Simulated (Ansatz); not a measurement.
Geometry optimisation, Ansatz, RKS B3LYP/def2-SVP.

input.yaml

```yaml
crystal:
  periodic: [false, false, false]
  atoms:
    - { symbol: Ge, position_ang: [-0.06542, 0.329651, -0.052821] }
    - { symbol: H, position_ang: [-0.263633, 0.19822, 1.474967] }
    - { symbol: H, position_ang: [1.43923, 0.55738, -0.316273] }
    - { symbol: C, position_ang: [-1.116699, 1.810968, -0.817767] }
    - { symbol: H, position_ang: [-2.19429, 1.611916, -0.719349] }
    - { symbol: H, position_ang: [-0.882643, 2.749232, -0.2922] }
    - { symbol: H, position_ang: [-0.877375, 1.938583, -1.884434] }
    - { symbol: H, position_ang: [-0.482312, -1.019569, -0.683739] }
    - { symbol: Si, position_ang: [1.533542, -2.465049, 1.381283] }
    - { symbol: H, position_ang: [0.580955, -3.520536, 0.93043] }
    - { symbol: H, position_ang: [2.404977, -2.077291, 0.238122] }
    - { symbol: H, position_ang: [2.391589, -3.019466, 2.469003] }
    - { symbol: H, position_ang: [0.792477, -1.296939, 1.880678] }
basis:
  gaussian: { orbitals: def2-SVP }
hamiltonian:
  xc: b3lyp
relax:
  f_tol: 0.03
  max_steps: 50
```

Command:

```bash
$ ansatz run input.yaml --threads 4 --pin off --max-ram 5120MiB --backend cpu --events-out ev --progress --plain --runs-dir out
```

**Question.** Where does it end, and by what steps?

**Answer.** It converged. The force dipped under the threshold on the way, but the program's further checks kept it going. After 20 steps the energy has fallen by 0.275 eV; H12 moved furthest, 1.77 Å.

```json
{"step": "0", "energy less start (eV)": "0.0000", "largest force component (eV/Å)": "0.610", "accepted": "yes"}
{"step": "1", "energy less start (eV)": "-0.1548", "largest force component (eV/Å)": "0.158", "accepted": "yes"}
{"step": "2", "energy less start (eV)": "-0.2319", "largest force component (eV/Å)": "0.221", "accepted": "yes"}
{"step": "3", "energy less start (eV)": "-0.2551", "largest force component (eV/Å)": "0.132", "accepted": "yes"}
{"step": "4", "energy less start (eV)": "-0.2641", "largest force component (eV/Å)": "0.072", "accepted": "yes"}
{"step": "5", "energy less start (eV)": "-0.2680", "largest force component (eV/Å)": "0.069", "accepted": "yes"}
{"step": "6", "energy less start (eV)": "-0.2700", "largest force component (eV/Å)": "0.056", "accepted": "yes"}
{"step": "7", "energy less start (eV)": "-0.2711", "largest force component (eV/Å)": "0.040", "accepted": "yes"}
{"step": "8", "energy less start (eV)": "-0.2719", "largest force component (eV/Å)": "0.020", "accepted": "yes"}
{"step": "9", "energy less start (eV)": "-0.2724", "largest force component (eV/Å)": "0.021", "accepted": "yes"}
{"step": "10", "energy less start (eV)": "-0.2727", "largest force component (eV/Å)": "0.031", "accepted": "yes"}
{"step": "11", "energy less start (eV)": "-0.2728", "largest force component (eV/Å)": "0.045", "accepted": "yes"}
{"step": "12", "energy less start (eV)": "-0.2730", "largest force component (eV/Å)": "0.036", "accepted": "yes"}
{"step": "13", "energy less start (eV)": "-0.2734", "largest force component (eV/Å)": "0.023", "accepted": "yes"}
{"step": "14", "energy less start (eV)": "-0.2737", "largest force component (eV/Å)": "0.052", "accepted": "yes"}
{"step": "15", "energy less start (eV)": "-0.2738", "largest force component (eV/Å)": "0.040", "accepted": "yes"}
{"step": "16", "energy less start (eV)": "-0.2739", "largest force component (eV/Å)": "0.034", "accepted": "yes"}
{"step": "17", "energy less start (eV)": "-0.2743", "largest force component (eV/Å)": "0.032", "accepted": "yes"}
{"step": "18", "energy less start (eV)": "-0.2745", "largest force component (eV/Å)": "0.059", "accepted": "yes"}
{"step": "19", "energy less start (eV)": "-0.2746", "largest force component (eV/Å)": "0.046", "accepted": "yes"}
{"step": "20", "energy less start (eV)": "-0.2750", "largest force component (eV/Å)": "0.015", "accepted": "yes"}
```

```xyz
13
Properties=species:S:1:pos:R:3
Ge -0.470 1.428 0.038
H -1.032 1.779 1.434
H 1.000 1.898 -0.033
C -1.536 2.297 -1.370
H -2.584 1.963 -1.318
H -1.512 3.391 -1.250
H -1.137 2.044 -2.364
H -0.503 -0.107 -0.132
Si 2.206 -3.778 1.720
H 1.017 -4.539 1.242
H 3.006 -3.318 0.549
H 3.048 -4.662 2.578
H 1.757 -2.598 2.513
```

Whether the end is a true minimum wasn't checked by a vibrational analysis.

Run time: 13 s on 4 threads of AMD EPYC 9R45 96-Core Processor (Zen 5), with other jobs on the host, peak memory 0.28 GiB.
